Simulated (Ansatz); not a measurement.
fac-Co(OH)3(H2O)3 (CoO6H9), relaxed as a singlet with RKS PBE0-D4/def2-SVP in Ansatz, starting from the GFN2-xTB geometry. Force threshold 0.02 eV/Å.

The restricted singlet is unstable towards broken spin symmetry in Hartree–Fock (as tested in another run); at PBE0-D4/def2-SVP this wasn't settled. The relaxation made no stability test and no search for a lower SCF solution. No other spin state of charge 0 was run.

Start:

```xyz
16

Co    0.0980   -0.0331   -0.0221
O    -0.9378   -0.8822   -1.2502
O     1.2440    0.9152    1.4524
O     0.7641    1.2066   -1.1605
O    -0.8307   -1.3538    1.3806
O     1.5341   -1.1107   -0.2207
O    -1.5967    1.2742    0.1724
H    -0.5762   -0.8413   -2.1379
H     1.6569    1.5724    0.8740
H     1.8962    0.2085    1.5481
H     1.4702    0.8438   -1.7004
H    -1.2419   -1.9432    0.7369
H    -1.5369   -0.8568    1.8036
H     1.3050   -1.9074   -0.7037
H    -2.0517    0.8420   -0.5668
H    -1.1965    2.0657   -0.2057
```

```
        step  energy (eV)  largest force component (eV/Å)  SCF passes
           1  -50023.8167                           0.753          22
           2  -50024.0995                           0.727          31
           3  -50024.1873                           0.553          30
           4  -50024.2115                           0.401          28
           5  -50024.2258                           0.538          29
           6  -50024.2385                           0.072          28
           7  -50024.2550                           0.097          27
8 (rejected)  -50024.2289                           1.516          28
           9  -50024.2647                           0.112          28
          10  -50024.2677                           0.457          27
          11  -50024.2732                           0.054          28
          12  -50024.2737                           0.021          29
          13  -50024.2738                           0.006          29
```

Force components are those of the run's own axes.

End:

```tsv
atom	x (Å)	y (Å)	z (Å)
Co1	0.064	0.026	0.063
O2	-1.105	-0.772	-1.140
O3	1.295	0.815	1.405
O4	0.727	1.390	-0.962
O5	-0.793	-1.404	1.183
O6	1.536	-1.006	-0.265
O7	-1.513	1.280	0.188
H8	-0.641	-1.040	-1.941
H9	1.505	1.495	0.721
H10	1.900	0.078	1.129
H11	1.333	0.998	-1.602
H12	-1.249	-1.624	0.322
H13	-1.467	-1.032	1.765
H14	1.323	-1.912	-0.010
H15	-1.889	0.741	-0.549
H16	-1.023	1.966	-0.307
```

By distances, no bond broke or formed. The bond that changes most is Co1–O7, from 2.15 to 2.02 Å (atoms count from 1). A close non-bonded pair moves further: O2–H12, from 2.27 to 1.70 Å.

No frequencies were taken in this run, so the end may be a saddle point.

Hardware: 4 threads of Arm Neoverse V2 on a shared host. Wall time 40 s.
